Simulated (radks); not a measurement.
Results of a calculation; reference values are marked as such.
Trend from Lu to Hg: ionisation energy by Delta-SCF between NIST ground configurations, and size. Code: a radial shooting solver on a logarithmic mesh with Libxc functionals. Model: scalar-relativistic Kohn-Sham, r2SCAN, spin-unpolarised, spherical densities, finite nucleus; meta-GGA in the generalised Kohn-Sham scheme; Fermi nuclear charge, rms radius of each element as measured or else 0.836 A^(1/3) + 0.57 fm.

species	configuration	configuration of the ion	IE (eV)	NIST (eV)	kind	outermost	<r> outermost (bohr)
Lu	[Xe] 4f14 5d1 6s2	[Xe] 4f14 6s2	5.089	5.426	exp.	6s	3.69
Hf	[Xe] 4f14 5d2 6s2	[Xe] 4f14 5d1 6s2	6.398	6.825	exp.	6s	3.48
Ta	[Xe] 4f14 5d3 6s2	[Xe] 4f14 5d3 6s1	8.513	7.550	exp.	6s	3.31
W	[Xe] 4f14 5d4 6s2	[Xe] 4f14 5d4 6s1	8.936	7.864	exp.	6s	3.18
Re	[Xe] 4f14 5d5 6s2	[Xe] 4f14 5d5 6s1	9.308	7.834	exp.	6s	3.07
Os	[Xe] 4f14 5d6 6s2	[Xe] 4f14 5d6 6s1	9.643	8.438	exp.	6s	2.97
Ir	[Xe] 4f14 5d7 6s2	[Xe] 4f14 5d7 6s1	9.951	8.967	exp.	6s	2.88
Pt	[Xe] 4f14 5d9 6s1	[Xe] 4f14 5d9	8.990	8.959	exp.	6s	2.91
Au	[Xe] 4f14 5d10 6s1	[Xe] 4f14 5d10	9.205	9.226	exp.	6s	2.84
Hg	[Hg]	[Xe] 4f14 5d10 6s1	10.770	10.438	exp.	6s	2.67

Reference values: NIST Atomic Spectra Database (exp. = measured, semi-emp. = semi-empirical, theory = theoretical value adopted there). Spin polarisation and multiplet splitting are left out, so open shells lie too high by an amount that depends on their filling. Spin-orbit splitting is averaged out at the scalar-relativistic level.

Beside tabulated values, note that spin-unpolarised runs miss the spin-polarisation part of the exchange energy of open shells.
